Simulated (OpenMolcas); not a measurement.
## Co⁶⁺: effect of the active space

```
Program             : OpenMolcas
Method              : SS-CASPT2 or its RAS form, IPEA 0.25 Eh, imaginary shift 0.1 Eh
Basis               : ANO-RCC-VTZP
Scalar Hamiltonian  : DKH2, point nucleus
Spin-orbit coupling : RASSI with atomic mean-field integrals over the reference wave functions, term energies averaged over their components
```

A. 3 electrons in 5 orbitals (3d); 2S+1 = 4 even, 10 roots; 2S+1 = 2 even, 40 roots kept (CI in the orbitals of an earlier block); closed shells correlated: 3s 3p; CASPT2 step roughly 8 core-seconds
B. 9 electrons in 8 orbitals (RAS1 3p, at most 2 holes; RAS2 3d); 2S+1 = 4 even, 10 roots; 2S+1 = 2 even, 40 roots; closed shells correlated: 3s; CASPT2 step of the order of 40 core-seconds
C. 3 electrons in 10 orbitals (3d 4d); 2S+1 = 4 even, 10 roots; 2S+1 = 2 even, 40 roots; closed shells correlated: 3s 3p; CASPT2 step of the order of 5 core-minutes

Energies in cm-1 above 3d3 4F 3/2, the measured ground level; measured values from Sugar and Corliss, J. Phys. Chem. Ref. Data 10, 1097 (1981).

```
        Level      A      B      C  Measured
   3d3 4F 3/2    0.0    0.0    0.0       0.0
   3d3 4F 5/2    736    752    737       698
   3d3 4F 7/2   1717   1753   1720      1610
   3d3 4F 9/2   2900   2960   2910      2723
   3d3 4P 1/2  22210  22170  22180     21096
   3d3 4P 3/2  22460  22390  22410     21304
   3d3 4P 5/2  23360  23360  23360     22187
   3d3 2G 7/2  24410  24460  24360          
   3d3 2G 9/2  25370  25440  25340          
   3d3 2P 1/2  32850  31260  31190          
   3d3 2H 9/2  33560  33670  33930          
3d3 2D 5/2(1)  34210  34490  34160          
  3d3 2H 11/2  34240  34360  34640          
   3d3 2F 7/2  54330  54240  54260          
   3d3 2F 5/2  54740  54660  54670          
3d3 2D 5/2(2)  85200  84140  85080          
3d3 2D 3/2(2)  85690  84740  85550
```

Deviations, from unrounded energies. A percentage is the sum of absolute deviations over the sum of measured energies, with the sign that they share, or ± where signs differ.

```tsv
Against measurement	Levels	A	B	C
mean absolute deviation (cm-1)	6	630	630	610
fine structure of the ground term (%)	3	+6.5	+8.7	+6.7
other terms of the ground configuration (%)	3	+5.3	+5.2	+5.2
```

A, B, C lie about equally close to measurement. The largest miss of C in the table is 3d3 4P 5/2, by +1200 cm-1. The ranking rests on the paired levels alone, and a cruder setting can come out closer through cancelling errors.

The two smallest mean deviations differ by little beside CASPT2's spread within terms, so their order carries little weight.

Among A to C the level of the table that moves most is 3d3 2P 1/2, by 1700 cm-1 (lowest in C, highest in A). Moves below CASPT2's spread within the term are not significant.

Term energies are means over components that CASPT2 splits; among the terms shown or strongly mixed into the levels shown the widest spread is 1100 cm-1 (3d3 2H, A). Terms from blocks run as CI alone lack orbitals of their own (holds for A). The CASPT2 spread within a term exceeds the gap to the next term for 3d3 2P and 3d3 2D(1), 3d3 2D(1) and 3d3 2H, so the order of their levels is uncertain, and so are names and mixing where such terms share a J (holds for A). Active for correlation alone: 3p; no level in the range computed is led by a configuration that opens it, so any true level of that kind is missing (holds for B). Active for correlation alone: 4d; no level in the range computed is led by a configuration that fills it, so any true level of that kind is missing (holds for C). Computed and measured levels are paired by configuration, term and J; levels that our copy of the source lacks, or whose pairing is in doubt (as where it misses far off the trend of its configuration), stay unpaired and out of the deviations. Only configurations of the active space appear. The table leaves out levels that lie high or whose names do not pair safely across all columns.

A number in round brackets counts repeated terms of one configuration in the order of the reference energies.
